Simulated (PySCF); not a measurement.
C5H5Cl, SMILES C=C(Cl)C#CC.

Geometry: PBE-D3(BJ)/def2-SVP. This is a generated structure with no PubChem entry under its InChIKey; it may be hypothetical.

Calculation: TDA-CAM-B3LYP/def2-SVPD (PySCF 2.14.0).

Vertical excitations. The molecule is in vacuum. State labels are in the subgroup Cs.

Question: Estimate the UV-visible absorptions. (An estimate is asked for; the answer gives what the named calculation found.)

Answer: 
| state | symmetry | energy (eV) | λ (nm) | f | main pairs |
|---|---|---|---|---|---|
| S1 | A" | 5.19 | 239 | 0.000 | HOMO−1→LUMO 90 % |
| S2 | A" | 5.43 | 228 | 0.000 | HOMO→LUMO+1 85 % |
| S3 | A' | 5.51 | 225 | 0.231 | HOMO→LUMO 66 %, HOMO−1→LUMO+1 17 % |
| S4 | A' | 6.58 | 188 | 0.226 | HOMO−2→LUMO 64 %, HOMO→LUMO 19 %, HOMO−1→LUMO+1 12 % |
| S5 | A" | 6.59 | 188 | 0.000 | HOMO→LUMO+2 75 % |
| S6 | A" | 6.76 | 183 | 0.000 | HOMO−2→LUMO+1 58 %, HOMO→LUMO+5 17 % |
| S7 | A" | 6.87 | 180 | 0.001 | HOMO−3→LUMO 93 % |
| S8 | A" | 7.31 | 170 | 0.006 | HOMO→LUMO+3 79 % |
| S9 | A' | 7.33 | 169 | 0.085 | HOMO−1→LUMO+2 64 %, HOMO−3→LUMO+1 10 % |
| S10 | A' | 7.39 | 168 | 0.172 | HOMO−3→LUMO+1 31 %, HOMO−1→LUMO+2 27 %, HOMO−1→LUMO+1 22 %, HOMO−2→LUMO 8 % |
| T1 | A' | 3.15 | 394 | 0 | HOMO→LUMO 93 % |
| T2 | A" | 4.82 | 257 | 0 | HOMO−1→LUMO 65 %, HOMO→LUMO+1 21 % |
| T3 | A' | 5.04 | 246 | 0 | HOMO−1→LUMO+1 47 %, HOMO−2→LUMO 22 %, HOMO−1→LUMO+5 10 % |
| T4 | A" | 5.19 | 239 | 0 | HOMO→LUMO+1 66 %, HOMO−1→LUMO 25 % |
Triplets are in the Tamm–Dancoff approximation.
